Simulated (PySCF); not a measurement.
Two species compared at the same levels of theory.

First species: Cu(NH3)F (singlet state).
SMILES: `[NH3]->[Cu][F]`

Second species: H₆N₂Si.
Structure used (PBE0-D3(BJ)/def2-SVP), in Å, numbered top down from 1:
```xyz
9
H6N2Si angstrom
N     -1.3525    0.4025   -0.3466
Si     0.0010   -0.2925    0.4631
N      1.4145    0.0566   -0.4613
H     -1.5825    0.1479   -1.3001
H     -2.1753    0.6737    0.1776
H     -0.0915    0.2821    1.8473
H      0.0417   -1.7867    0.6069
H      2.2199   -0.5551   -0.4072
H      1.6844    1.0141   -0.6556
```

Levels: PBE0/def2-SVPD for dipole moment, HOMO energy, LUMO energy, HOMO–LUMO gap, static isotropic polarisability and electronic spatial extent ⟨r²⟩ about the centre of nuclear charge; TDDFT PBE0/def2-SVPD for lowest singlet excitation; TDA PBE0/def2-SVPD for lowest triplet excitation (Tamm–Dancoff); PBE0-D3(BJ)/def2-SVP for rotational constant A and rotational constant C. Geometries: PBE0-D3(BJ)/def2-SVP. Each species is one conformer at its optimised geometry, gas phase, non-relativistic unless stated; the electronic structure was computed with PySCF and density fitting.

Dipoles, sizes and rotational constants follow the conformer. The torsions of the flexible species, by atom-mapped SMILES:
- `[NH2:1][SiH2:2][NH2:3]`: H–N1–Si2–N3 58°, H–N1–Si2–N3 -153°, H–N3–Si2–N1 -154°, H–N3–Si2–N1 59°

```csv
property,column X,column Y
dipole moment,0.59 D,8.64 D
HOMO energy,-7.25 eV,-6.31 eV
LUMO energy,0.59 eV,-0.93 eV
HOMO–LUMO gap,7.84 eV,5.38 eV
lowest singlet excitation,6.51 eV,4.31 eV
lowest triplet excitation (Tamm–Dancoff),6.19 eV,3.45 eV
static isotropic polarisability,45.9 au,33.7 au
electronic spatial extent ⟨r²⟩ about the centre of nuclear charge,275 bohr²,308 bohr²
rotational constant A,19.887 GHz,186.443 GHz
rotational constant C,5.553 GHz,3.978 GHz
```

**Question.** Which column belongs to which species?

**Answer.** Column X is the second species and column Y the first. The first has 6 atoms and 48 electrons, the second 9 and 34.

**Question.** How does each property change from the first species to the second?

**Answer.** dipole moment -8.05 D; HOMO energy -0.94 eV; LUMO energy +1.52 eV; HOMO–LUMO gap +2.46 eV; lowest singlet excitation +2.20 eV; lowest triplet excitation (Tamm–Dancoff) +2.74 eV; static isotropic polarisability +12.2 au; electronic spatial extent ⟨r²⟩ about the centre of nuclear charge -33 bohr²; rotational constant A -166.556 GHz; rotational constant C +1.575 GHz.

On the first: The dipole equals about 28.8 × 10⁻³⁰ C·m (1 D = 3.33564 × 10⁻³⁰ C·m). S1 lies 1.07 eV below the HOMO–LUMO gap.

On the second: In wavenumbers S1 is 52500 cm⁻¹ (1 eV = 8065.54 cm⁻¹). The vertical singlet–triplet gap S1 − T1 is 0.32 eV (TDDFT singlet less Tamm–Dancoff triplet; S1: HOMO→LUMO, weight 0.88; T1: HOMO→LUMO, weight 0.78).
